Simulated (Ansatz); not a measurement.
Consider the hydrogenolysis of a C–I bond: `CC([SiH3])I` + H₂ → `CC[SiH3]` + HI.

Isolated molecules relaxed with PBE0-D4/def2-TZVP in Ansatz; ΔE leaves out vibrations. CBS: MP2 limit from def2 TZ/QZ plus the TZ coupled-cluster correction, frozen cores. This one scheme is used for every species. Functionals use def2-TZVPP. B3LYP here is the variant with VWN-RPA as its local correlation; programs differ in this. def2 core potentials past Kr. For I outer-core shells are correlated without core-valence functions, which leaves a few kJ/mol of doubt a bond.

`CC([SiH3])I`:

Cartesian coordinates in Å:
```
C -0.310 -1.233 -0.664
C 0.538 -0.017 -0.352
Si -0.092 1.031 1.080
I 0.657 1.291 -2.070
H -1.341 -0.954 -0.890
H 0.082 -1.794 -1.515
H -0.323 -1.899 0.205
H 1.579 -0.297 -0.184
H -0.161 0.177 2.300
H -1.455 1.526 0.759
H 0.825 2.170 1.330
```

H₂:

Cartesian coordinates in Å:
```
H 0.149 -0.312 -0.141
H -0.149 0.312 0.141
```

`CC[SiH3]`:

Z-matrix (Å, degrees):
```
C
C 1 1.526
H 1 1.093 2 111.4
H 1 1.093 2 111.6 3 120.1
H 1 1.093 2 111.4 3 -119.8
Si 2 1.876 1 113.4 3 59.9
H 2 1.095 1 110.5 3 -178.6
H 2 1.095 1 110.5 3 -61.7
H 6 1.489 2 110.4 1 -59.6
H 6 1.489 2 110.4 1 59.7
H 6 1.489 2 111.1 1 -180.0
```

HI:

Cartesian coordinates in Å:
```
I -0.466 -0.648 -0.104
H 0.466 0.648 0.104
```

```tsv
species	B3LYP-D4 energy (Eh)
`CC([SiH3])I`	-667.80125
H₂	-1.18011
`CC[SiH3]`	-370.59717
HI	-298.40630
```

Problem. Work out ΔE.

Solution. ΔE = (-370.59717) + (-298.40630) − (-667.80125) − (-1.18011) = -0.02211 Eh = -13.9 kcal/mol. CCSD(T)/CBS gives -11.6 kcal/mol.

Largest T1 diagnostic among the species: 0.010.

From PBE to PBE0 (25 % exact exchange), in def2-TZVPP and without D4, ΔE moves by −1.4 kcal/mol. The D4 term adds +3.5 kcal/mol with B3LYP and +1.9 kcal/mol with PBE0; it sums over pairs of atoms, weighted by their polarisabilities, and B3LYP, whose exchange is more repulsive, gets the larger term.
